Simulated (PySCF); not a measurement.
# Electronic structure of Rh³⁺ (rhodium, charge +3) at the UHF level

Configuration: [Kr] 4d6, high-spin 5D determinant. All numbers are calculated (PySCF 2.14, a scalar-relativistic core potential, in def2-SVP with the def2 core potential (28 electrons) (5s3p2d1f, 31 functions)).

| Property | Result |
| --- | --- |
| Total energy | -107.782726 hartree |
| One-electron energy | -172.1518 hartree |
| Hartree (Coulomb) energy | 74.0805 hartree |
| Exchange energy | -9.7114 hartree |
| ⟨S²⟩ | 6.0018 |
| ⟨L²⟩ | 6.019 |
| Sum of ⟨r⟩ | 16.89 bohr |
| Sum of ⟨r²⟩ | 23.40 bohr² |
| Traceless quadrupole moment −½Σ⟨3z² − r²⟩ along its main axis | 0.602 e·bohr² |
| Time after the integrals | 0.12 s of wall time on 1 thread of Neoverse-N1 (shared host) |

```csv
shell,electrons,mean orbital energy (hartree),spread (hartree),"rms radius, mean of both spins (bohr)"
4s α,1,-5.29851,0,1.04
4s β,1,-5.01236,0,1.04
4p α,3,-3.90706,0.06586,1.15
4p β,3,-3.54620,0.04651,1.15
4d α,5,-1.81708,0.07466,1.49
4d β,1,-1.65762,0,1.49
```

Energies and moments cover only the electrons outside the core potential.
